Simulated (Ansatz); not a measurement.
A CCSD(T) single point on CH$_{7}$Al$_{2}$BOSi.

```yaml
crystal:
  periodic: [false, false, false]
  atoms:
    - {symbol: B, position_ang: [-1.338745, 0.956129, -0.481237]}
    - {symbol: C, position_ang: [0.070094, 1.381127, -0.521253]}
    - {symbol: Si, position_ang: [1.365876, 0.524456, -1.591920]}
    - {symbol: O, position_ang: [1.199947, -1.004055, -0.984718]}
    - {symbol: Al, position_ang: [0.084597, -0.596623, 0.279791]}
    - {symbol: Al, position_ang: [-0.424276, -1.932294, 2.425243]}
    - {symbol: H, position_ang: [-2.296506, 1.530279, -0.059382]}
    - {symbol: H, position_ang: [-1.568016, -0.252547, -0.743854]}
    - {symbol: H, position_ang: [0.309392, 2.366152, -0.126431]}
    - {symbol: H, position_ang: [2.716726, 1.098543, -1.352601]}
    - {symbol: H, position_ang: [1.083059, 0.582056, -3.050037]}
    - {symbol: H, position_ang: [-1.678052, -2.906709, 2.508032]}
    - {symbol: H, position_ang: [0.496409, -1.781313, 3.713168]}
basis:
  gaussian: {orbitals: def2-SVP}
correlation: {method: ccsd_t}
```

```sh
$ ansatz run in.yaml --threads 4 --pin off --events-out ev --progress --plain --max-ram 10444MiB
```

Log, shortened:

```
Functional definition: HF
1260 factors; integrals over basis functions are off by at most 1.2e-3 eV
mean field evaluation 1: about -24864.6206 eV, gradient 4.6e1 eV
mean field evaluation 2: about -24864.6673 eV, gradient 4.6e1 eV
mean field evaluation 4: about -24870.1559 eV, gradient 4.5e0 eV
mean field evaluation 8: about -24870.2414 eV, gradient 3.3e-1 eV
mean field evaluation 16: about -24870.1028 eV, gradient 4.5e0 eV
mean field evaluation 32: about -24860.6742 eV, gradient 3.8e0 eV
mean field -24870.24194070 eV, -913.9645336653 hartree, gradient 5.5e-6 eV, S^2 0.000000; 1 other end points of the search recorded, 0 dependent functions left out
18 core orbitals not correlated: weight in the atoms' cores, before any rotation towards them, 1.000 or more for the frozen orbitals, at most 0.000 for the correlated occupied ones
reference -24870.24194070 eV, -913.9645336653 hartree; 15, 15 occupied and 98, 98 virtual orbitals, 1260 factors
second order -17.06224290 eV of doubles, -0.00000000 eV of singles
cycle   1  -18.03055424 eV  change   -9.7e-1 eV  update   1.2e-1
cycle   2  -18.63237980 eV  change   -6.0e-1 eV  update   3.7e-2
cycle   3  -18.77945999 eV  change   -1.5e-1 eV  update   2.1e-2
cycle   4  -18.77367537 eV  change    5.8e-3 eV  update   5.9e-3
cycle   5  -18.77090382 eV  change    2.8e-3 eV  update   3.0e-3
cycle   6  -18.77156207 eV  change   -6.6e-4 eV  update   1.1e-3
cycle   7  -18.77138706 eV  change    1.8e-4 eV  update   5.3e-4
cycle   8  -18.77131207 eV  change    7.5e-5 eV  update   1.9e-4
cycle   9  -18.77138516 eV  change   -7.3e-5 eV  update   8.6e-5
cycle  10  -18.77139252 eV  change   -7.4e-6 eV  update   3.5e-5
perturbative correction -0.60145550 eV, -0.0221030821 hartree
Total energy: -24889.61478872 eV, -914.6764726986 hartree
```

Run time 6.5 s (4 threads of an Intel Xeon on a shared host); peak host memory 0.74 GiB.

MP2 recovers 88.1 % of the CCSD(T) correlation energy and the triples give 3.1 %; T1 = 0.0149.
